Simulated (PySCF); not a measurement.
**Cl³⁺: ionisation energy**

Cl³⁺ [Ne] 3s2 3p2 [3p1/2^2, M_J = 0] → Cl⁴⁺ [Ne] 3s2 3p1 [3p1/2^1, M_J = 1/2], as a difference of total energies. Computed with PySCF 2.14 in x2c-QZVPPall-2c, with the two-component X2C-1e Hamiltonian. Correlated levels: [Ne] frozen; the 2 highest virtual spinors dropped. "Screened" scales the spin-orbit matrix elements by Boettger's factors to mimic the two-electron term; Breit and QED terms are absent.

```csv
method,ionisation energy (eV)
GHF (spin-free),52.257
GMP2 (spin-free),53.002
GHF (screened spin-orbit),52.201
GMP2 (screened spin-orbit),52.944
```

**Question.** How much does correlation contribute at GMP2 (screened spin-orbit)?

**Answer.** 52.944 − (52.201) = 0.743 eV, measured against GHF (screened spin-orbit).

Errors of the correlated levels include the incompleteness of this basis and the frozen core.

The labels give the starting determinants; with spin-orbit coupling the two ends relaxed to ⟨J²⟩ = 1.85, ⟨L²⟩ = 2.01, ⟨S²⟩ = 2.00 and ⟨J²⟩ = 0.91, ⟨L²⟩ = 2.04, ⟨S²⟩ = 0.76.

The determinant of Cl³⁺ mixes levels of different J (the jj label is only the starting occupation), so the difference between spin-free and spin-orbit rows is not the physical spin-orbit shift.

For comparison: 53.24 ± 0.12 eV (semi-empirical (NIST evaluation); NIST Atomic Spectra Database, ionization energies).
